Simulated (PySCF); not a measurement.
Species: H₇NSi₂Te.
SMILES with atom numbers: `[NH2:1][SiH2:2][SiH2:3][TeH:4]` (hydrogens: H5, H6 on N1; H7, H8 on Si2; H9, H10 on Si3; H11 on Te4)

Method: PBE0-D3(BJ)/def2-SVP geometry optimisation, gas phase, def2 core potentials past Kr in PySCF; density fitting, grid level 1; the optimiser is geomeTRIC in internal coordinates, started from a GFN2-xTB structure with every atom displaced at random (about 0.01 Å).

Step 0: E = -24639.1602 eV
```
atom  x, y, z in Å  |  force x, y, z in eV/Å
N1     -1.2616    1.0667   -0.2342   -1.207   1.809  -0.324
Si2    -0.9983   -0.6126   -0.1648   -0.164   0.114  -0.204
Si3     1.1654   -0.8158    0.5350    1.103   0.002   0.557
Te4     2.8516    0.7333   -0.5432   -0.419   0.003  -0.079
H5     -2.1493    1.4112   -0.6509    0.865  -0.400   0.250
H6     -1.0573    1.6683    0.5570    0.146  -0.091   0.091
H7     -1.9122   -1.3404    0.7203   -0.277  -0.547   0.477
H8     -1.2475   -1.0554   -1.5340    0.038  -0.476  -0.570
H9      1.3183   -0.6502    2.0204   -0.246   0.126  -0.012
H10     1.7253   -2.1565    0.3175    0.097  -0.552  -0.193
H11     1.6038    1.7256   -1.0387    0.065   0.013   0.007
```

Question: Estimate the geometry and energy of step 1. (The exact step hangs on the optimiser's Hessian estimate; all steps are aligned on step 0, rigid shifts and turns removed.)

Answer: E = -24639.3436 eV, largest force 0.502 eV/Å
```
atom  x, y, z in Å  |  force x, y, z in eV/Å
N1     -1.2301    1.1336   -0.2387   -0.209   0.254  -0.030
Si2    -0.9714   -0.5830   -0.1766   -0.165   0.246  -0.122
Si3     1.2087   -0.8607    0.5779    0.436  -0.098   0.228
Te4     2.7357    0.7604   -0.5968   -0.130  -0.008  -0.021
H5     -2.0857    1.4753   -0.6729    0.126  -0.067  -0.026
H6     -1.0315    1.7006    0.5786    0.061  -0.037   0.075
H7     -1.8987   -1.3510    0.7126   -0.032  -0.117   0.069
H8     -1.1608   -1.0694   -1.5700    0.037  -0.150  -0.068
H9      1.3041   -0.6794    2.0637   -0.092   0.100  -0.010
H10     1.7551   -2.2280    0.3433   -0.030  -0.110  -0.116
H11     1.4126    1.6756   -1.0368   -0.002  -0.012   0.021
```

The energy changes by -0.1834 eV. The first-order estimate −F·Δx gives -0.2895 eV and the mean of the old and new forces, exact on a quadratic surface, -0.1854 eV. The step makes an angle of 72° with the force vector and moves no atom by more than 0.198 Å.

The cost below is that of the whole optimisation. On one thread, Arm Neoverse V1 (aarch64), no GPU (shared host), this took 55 s and 0.47 GiB of memory at its peak.
